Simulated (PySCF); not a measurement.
Kr⁺ (krypton, charge +1): UHF calculation

Configuration: [Ar] 3d10 4s2 4p5, 2P determinant. Computed with PySCF 2.14 in ANO-RCC-VTZP (6s5p3d1f, 43 functions), with the spin-free X2C one-electron Hamiltonian (Gaussian nucleus).

* Total energy: -2787.699133 hartree
* One-electron energy: -3861.0599 hartree
* Hartree (Coulomb) energy: 1168.6121 hartree
* Exchange energy: -95.2514 hartree
* ⟨S²⟩: 0.7578
* ⟨L²⟩: 2.030
* Sum of ⟨r⟩: 23.51 bohr
* Sum of ⟨r²⟩: 31.69 bohr²
* Traceless quadrupole moment −½Σ⟨3z² − r²⟩ along its main axis: 1.51 e·bohr²
* Langevin diamagnetic susceptibility: -25.1 ×10⁻⁶ cm³/mol

```
shell  electrons  mean orbital energy (eV)  spread (eV)  rms radius, mean of both spins (bohr)
 1s α          1                  -14415.8            0                                 0.0478
 1s β          1                  -14415.7            0                                 0.0478
 2s α          1                   -1972.6            0                                  0.199
 2s β          1                   -1972.5            0                                  0.199
 2p α          3                   -1740.6        0.260                                  0.177
 2p β          3                   -1740.4        0.114                                  0.177
 3s α          1                   -317.45            0                                  0.565
 3s β          1                   -317.16            0                                  0.565
 3p α          3                   -241.05        0.785                                  0.581
 3p β          3                   -240.67        0.133                                  0.581
 3d α          5                   -114.06        0.741                                  0.611
 3d β          5                   -113.87        0.395                                  0.611
 4s α          1                   -44.393            0                                   1.67
 4s β          1                   -41.107            0                                   1.67
 4p α          3                   -25.556        2.127                                   1.97
 4p β          2                   -24.213            0                                   1.97
```

Densities and radii are taken from the X2C orbitals without a picture-change correction, which distorts them close to the nucleus.

Spin-orbit constants ζ (cm⁻¹) from the X2C one-electron operator on these orbitals: bare nucleus, nucleus screened by l(l+1)(2l+1)/3 electrons, and screened by the Breit-Pauli mean field of the electrons.

```json
{"shell": "2p", "bare": "297400", "screened nucleus": "280800", "mean field": "273500"}
{"shell": "3p", "bare": "43870", "screened nucleus": "41430", "mean field": "40130"}
{"shell": "3d", "bare": "5562", "screened nucleus": "4017", "mean field": "3767"}
{"shell": "4p", "bare": "3678", "screened nucleus": "3474", "mean field": "3346"}
```

To first order the Landé constant is A = -3346 cm⁻¹, so the lowest level has J = 3/2 and lies 0.207 eV below the centre of the term.
